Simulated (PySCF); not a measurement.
Compound: C₉H₁₆.
Numbering: `[CH2:1]=[C:2]([CH2:3][CH3:4])[C:5](=[CH2:6])[CH2:7][CH2:8][CH3:9]` (hydrogens: H10, H11 on C1; H12, H13 on C3; H14, H15, H16 on C4; H17, H18 on C6; H19, H20 on C7; H21, H22 on C8; H23, H24, H25 on C9)

Computed geometry: GFN2-xTB, gas phase.

Give the optimised bond lengths and angles.

```json
{"bond": "C1=C2", "length (pm)": "133.1", "order": "double"}
{"bond": "C2–C3", "length (pm)": "150.8", "order": "single"}
{"bond": "C3–C4", "length (pm)": "152.8", "order": "single"}
{"bond": "C2–C5", "length (pm)": "147.4", "order": "single"}
{"bond": "C5=C6", "length (pm)": "133.1", "order": "double"}
{"bond": "C5–C7", "length (pm)": "150.7", "order": "single"}
{"bond": "C7–C8", "length (pm)": "153.2", "order": "single"}
{"bond": "C8–C9", "length (pm)": "152.3", "order": "single"}
{"bond": "C1–H10", "length (pm)": "107.8", "order": "single"}
{"bond": "C1–H11", "length (pm)": "107.5", "order": "single"}
{"bond": "C3–H12, C3–H13", "length (pm)": "109.2", "order": "single"}
{"bond": "C4–H14, C4–H15, C4–H16", "length (pm)": "108.8", "order": "single"}
{"bond": "C6–H17", "length (pm)": "107.6", "order": "single"}
{"bond": "C6–H18", "length (pm)": "107.7", "order": "single"}
{"bond": "C7–H19, C7–H20", "length (pm)": "109.2", "order": "single"}
{"bond": "C8–H21, C8–H22", "length (pm)": "109.2", "order": "single"}
{"bond": "C9–H23, C9–H24, C9–H25", "length (pm)": "108.8", "order": "single"}
```

Bonds in one row agree within 1 pm and their mean is given. Orders are formal, as drawn. A selection of angles:
```json
{"angle": "C2–C1–H10", "degrees": "121.2"}
{"angle": "C2–C1–H11", "degrees": "123.3"}
{"angle": "H10–C1–H11", "degrees": "115.5"}
{"angle": "C1–C2–C3", "degrees": "119.6"}
{"angle": "C1–C2–C5", "degrees": "122.5"}
{"angle": "C3–C2–C5", "degrees": "117.9"}
{"angle": "C2–C3–C4", "degrees": "111.8"}
{"angle": "C2–C3–H12", "degrees": "110.0"}
{"angle": "C4–C3–H12", "degrees": "109.3"}
{"angle": "H12–C3–H13", "degrees": "107.5"}
{"angle": "C3–C4–H14", "degrees": "110.3"}
{"angle": "C3–C4–H16", "degrees": "110.7"}
{"angle": "H14–C4–H15", "degrees": "108.5"}
{"angle": "H14–C4–H16", "degrees": "108.5"}
{"angle": "C2–C5–C6", "degrees": "122.3"}
{"angle": "C2–C5–C7", "degrees": "117.7"}
{"angle": "C6–C5–C7", "degrees": "119.9"}
{"angle": "C5–C6–H17", "degrees": "123.3"}
{"angle": "C5–C6–H18", "degrees": "121.2"}
{"angle": "H17–C6–H18", "degrees": "115.5"}
{"angle": "C5–C7–C8", "degrees": "112.4"}
{"angle": "C5–C7–H19", "degrees": "109.5"}
{"angle": "C8–C7–H19", "degrees": "109.2"}
{"angle": "H19–C7–H20", "degrees": "107.5"}
{"angle": "C7–C8–C9", "degrees": "111.8"}
{"angle": "C7–C8–H21", "degrees": "109.3"}
{"angle": "C9–C8–H21", "degrees": "109.6"}
{"angle": "H21–C8–H22", "degrees": "107.9"}
{"angle": "C8–C9–H23", "degrees": "110.5"}
{"angle": "C8–C9–H24", "degrees": "110.6"}
{"angle": "H23–C9–H24", "degrees": "108.4"}
```

Dihedral angles: C1–C2–C3–C4 -115° (anticlinal); C1–C2–C5–C6 -152° (antiperiplanar); C2–C5–C7–C8 65° (synclinal); C5–C7–C8–C9 67° (synclinal). The mirror-image conformer, all signs reversed, is as good.

Of the pairs four or more bonds apart, H11···H19 is among the closest relative to their van der Waals radii: 2.12 Å, 89 % of the sum of Bondi's values. The C–C distances run from 1.331 Å (C1=C2, drawn double) to 1.532 Å (C7–C8, drawn single), a spread of 0.201 Å.

Point group: C1 (no symmetry element, even within 0.4 Å). Stationary, but not proved a minimum. The numbers are those of one conformer.
